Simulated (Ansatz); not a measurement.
A CCSD(T) single point on CH$_{6}$AlClN$_{2}$.

```yaml
crystal:
  periodic: [false, false, false]
  atoms:
    - {symbol: N, position_ang: [-1.004760, 0.453639, 0.754164]}
    - {symbol: C, position_ang: [-1.207133, -0.400988, -0.505922]}
    - {symbol: Al, position_ang: [0.584040, 0.314071, -0.447757]}
    - {symbol: N, position_ang: [1.992371, -0.626385, 0.066303]}
    - {symbol: Cl, position_ang: [0.924839, 2.262439, -1.213765]}
    - {symbol: H, position_ang: [-1.574133, 1.289031, 0.765678]}
    - {symbol: H, position_ang: [-1.141225, -0.053246, 1.617869]}
    - {symbol: H, position_ang: [-1.433690, -1.427619, -0.226193]}
    - {symbol: H, position_ang: [-2.009472, -0.000856, -1.120087]}
    - {symbol: H, position_ang: [2.024198, -1.629641, 0.128687]}
    - {symbol: H, position_ang: [2.910363, -0.237345, 0.201520]}
basis:
  gaussian: {orbitals: def2-TZVPP}
correlation: {method: ccsd_t}
output: {orbitals: {seedname: orbitals}}
```

```sh
$ ansatz run in.yaml --threads 4 --pin off --events-out ev --progress --plain --max-ram 10444MiB
```

Output of Ansatz, abridged:

```
Functional definition: HF
1530 factors; integrals over basis functions are off by at most 1.5e-3 eV
mean field evaluation 1: about -23176.0726 eV, gradient 4.6e1 eV
mean field evaluation 2: about -23176.2551 eV, gradient 4.7e1 eV
mean field evaluation 4: about -23180.8438 eV, gradient 3.7e0 eV
mean field evaluation 8: about -23180.9035 eV, gradient 2.3e-1 eV
mean field -23180.90383486 eV, -851.8825033500 hartree, gradient 2.7e-6 eV, S^2 0.000000; 0 other end points of the search recorded, 0 dependent functions left out
13 core orbitals not correlated: weight in the atoms' cores, before any rotation towards them, 1.000 or more for the frozen orbitals, at most 0.000 for the correlated occupied ones
reference -23180.90383486 eV, -851.8825033500 hartree; 15, 15 occupied and 233, 233 virtual orbitals, 1530 factors
second order -23.65328045 eV of doubles, -0.00000000 eV of singles
cycle   1  -24.29652873 eV  change   -6.4e-1 eV  update   8.6e-2
cycle   2  -24.80347150 eV  change   -5.1e-1 eV  update   2.4e-2
cycle   3  -24.88474075 eV  change   -8.1e-2 eV  update   1.0e-2
cycle   4  -24.87834140 eV  change    6.4e-3 eV  update   2.5e-3
cycle   5  -24.87900509 eV  change   -6.6e-4 eV  update   1.1e-3
cycle   6  -24.87914645 eV  change   -1.4e-4 eV  update   3.1e-4
cycle   7  -24.87900899 eV  change    1.4e-4 eV  update   1.3e-4
cycle   8  -24.87900620 eV  change    2.8e-6 eV  update   4.6e-5
cycle   9  -24.87901027 eV  change   -4.1e-6 eV  update   1.8e-5
perturbative correction -0.98156111 eV, -0.0360717055 hartree
Total energy: -23206.76440624 eV, -852.8328618195 hartree
```

Run time 2.8 min (4 threads of an Arm Neoverse V1 on a shared host); peak host memory 6 GiB.

Correlation energy per correlated electron: -0.862 eV. T1 diagnostic: 0.0088.
